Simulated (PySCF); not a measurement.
Isomers of CH6ClFSi2. Computed, not measured: TDDFT B3LYP/def2-SVPD, vertical, gas phase, core orbitals frozen in the response (PySCF). Geometries: GFN2-xTB; one conformer of each isolated species. Triplets are in the Tamm–Dancoff approximation. 'Strongest' means the level of largest summed f among the lowest 8 singlets; it needn't be the same kind of state in each.

Question: Rank by computed HOMO energy, lowest first.
A. `FC[Si@H]([SiH3])Cl`
B. `[SiH2]([SiH2]CCl)F`
C. `F[Si@H](Cl)C[SiH3]`
D. `F[SiH2]C[SiH2]Cl`

Answer: C (-8.68 eV), D (-8.50 eV), A (-8.13 eV), B (-7.89 eV).

```
            SMILES  HOMO (eV)  first f ≥ 0.01 (nm)  α (au)  strongest (eV)  T1 (eV)    S1 mainly
F[Si@H](Cl)C[SiH3]      -8.68                  162    77.1            7.65     7.24  H→L+1 (87%)
  F[SiH2]C[SiH2]Cl      -8.50                  177    77.4            7.00     6.69    H→L (97%)
FC[Si@H]([SiH3])Cl      -8.13                  184    83.9            7.49     5.65    H→L (97%)
  F[SiH2][SiH2]CCl      -7.89                  216    83.4            5.74     5.21    H→L (97%)
```

H and L stand for HOMO and LUMO.

- `F[Si@H](Cl)C[SiH3]`: Löwdin shares by element: HOMO carbon 26%, chlorine 22%, silicon 17% or more, hydrogen 11% or more (atoms not listed hold the other 24%); LUMO silicon 42%, carbon 13%, chlorine 10% (atoms not listed hold the other 36%).
- `F[SiH2]C[SiH2]Cl`: Löwdin shares by element: HOMO chlorine 43%, carbon 24%, silicon 20%; LUMO silicon 43%, chlorine 11%, carbon 10% (atoms not listed hold the other 36%).
- `FC[Si@H]([SiH3])Cl`: Löwdin shares by element: HOMO silicon 36%, chlorine 23%, carbon 17% (atoms not listed hold the other 23%); LUMO silicon 48%, chlorine 19%, carbon 8% (atoms not listed hold the other 25%).
- `F[SiH2][SiH2]CCl`: Löwdin shares by element: HOMO chlorine 53%, silicon 23%, carbon 14%; LUMO silicon 54%, chlorine 8%, hydrogen 8% or more (atoms not listed hold the other 29%).
